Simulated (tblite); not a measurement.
vinyl fluoride (C2H3F), singlet, geometry from GFN2-xTB; GFN1-xTB run with tblite.

The tblite input:
```
$ tblite run mol.xyz --method gfn1 --charge 0 --spin 0 --etemp 2000 --json tblite.json --no-restart

# file mol.xyz
6

C     -0.00023788     0.43449972     0.00081824
C      1.18088301    -0.14251782    -0.00743430
F     -1.13849945    -0.27602062     0.00639030
H     -0.19582915     1.49728660     0.00400312
H      1.28183807    -1.21329030    -0.01005988
H      2.07661539     0.44829788    -0.01175956
```

### Question
Predict the main parts of the log of this tblite run.

### Answer

```
xTB calculator
 | screened Coulomb repulsion
 | Coulomb electrostatics
 |  * isotropic Klopman-Ohno-Mataga-Nishimoto electrostatics
 |  * onsite third-order electrostatics
 | DFT-D3(BJ) dispersion correction

halogen bonding energy    0.0000000000000E+00 Eh
repulsion energy          1.1614182596455E-01 Eh
dispersion energy        -9.7387358337375E-04 Eh
number of electrons       1.8000000000000E+01 e
integral cutoff           1.9731147476801E+01 bohr

------------------------------------------------------------
  cycle        total energy    energy error   density error
------------------------------------------------------------
      1     -10.90958865822  -1.1024757E+01   5.7727335E-01
      2     -10.94732430737  -3.7735649E-02   3.3626904E-01
      3     -10.94709093058   2.3337679E-04   1.0016297E-01
      4     -10.94899579973  -1.9048691E-03   1.4667141E-02
      5     -10.94918061065  -1.8481093E-04   1.9479354E-03
      6     -10.94918147090  -8.6024279E-07   9.4452541E-04
      7     -10.94918244060  -9.6970938E-07   8.3615980E-05
      8     -10.94918244724  -6.6346288E-09   1.3042259E-05
------------------------------------------------------------

electronic energy        -1.1064350399620E+01 Eh
total energy             -1.0949182447239E+01 Eh

Post processing:
 | Mayer-Wiberg bond orders

[Info] JSON dump of results written to 'tblite.json'
```
